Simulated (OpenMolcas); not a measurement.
## Pd2+: moving or changing the point charges

Pd2+ among 4 point charges of -2.5 e arranged as a tetrahedron (Td), 1.94 Å from the ion.
```
   1.1201    1.1201    1.1201  -2.50
   1.1201   -1.1201   -1.1201  -2.50
  -1.1201    1.1201   -1.1201  -2.50
  -1.1201   -1.1201    1.1201  -2.50
```

```json
{
 "Program": "OpenMolcas 26.06",
 "Method": "SS-CASPT2, IPEA 0.25 Eh, imaginary shift 0.1 Eh (closed shells correlated: 4s 4p)",
 "Basis": "ANO-RCC-VDZP [6s5p3d1f]",
 "Scalar Hamiltonian": "DKH2, point nucleus",
 "Active space": "8 electrons in 5 orbitals (4d)",
 "State averaging": "2S+1 = 3 even, 10 roots; 2S+1 = 1 even, 15 roots",
 "Spin-orbit coupling": "RASSI with atomic mean-field integrals over the reference wave functions"
}
```

Runs around this geometry, states (labels of Td). Energies in cm-1 above the lowest state or level, χT in cm3 K/mol; under a threefold ground state the first gap can be a small split of the lowest multiplet, not the spin-orbit step.

```
R (Å)  q (e)  Ground state  First state of that spin  First gap with spin-orbit (degeneracies)  χT at 300 K  First state of another spin
 1.94  -1.25           3T1                  3T2 2110                                530 (1, 3)        2.543                    1T2 10130
 1.94   -2.5           3T1                  3T2 3400                                670 (1, 3)        2.106                    1T2 10320
 2.13   -2.5           3T1                  3T2 2860                                630 (1, 3)        2.253                    1T2 10360
```

Taking the first state of the same spin as R^-n, n = -ln(2860 / 3400) / ln(2.13 / 1.94) = 1.9 between the shortest and longest distance.

Scaling the charges by -1.25 / -2.5 = 0.50 scales the first state of the same spin by 2110 / 3400 = 0.62; with fixed orbitals a first-order splitting would follow the charge.

Roots that are degenerate in the reference are averaged as groups; the widest CASPT2 spread within a group is 390 cm-1 (the 3-fold group of multiplicity 3 near 2110 cm-1 above the lowest state of its run, R = 1.94, q = -1.25). Shifts and gaps below about the spread of the groups concerned are not significant. An orbital triplet at a regular site is open to Jahn-Teller coupling, which can distort the site and quench the lowest spin-orbit gaps and is left out. Real 4d8 and 5d8 ions are as a rule square planar and diamagnetic. Free-ion shares, where given, are those of the reference states; single-state CASPT2 does not remix them. This is an electrostatic model: the charges have no orbitals. No measured value stands beside these numbers.
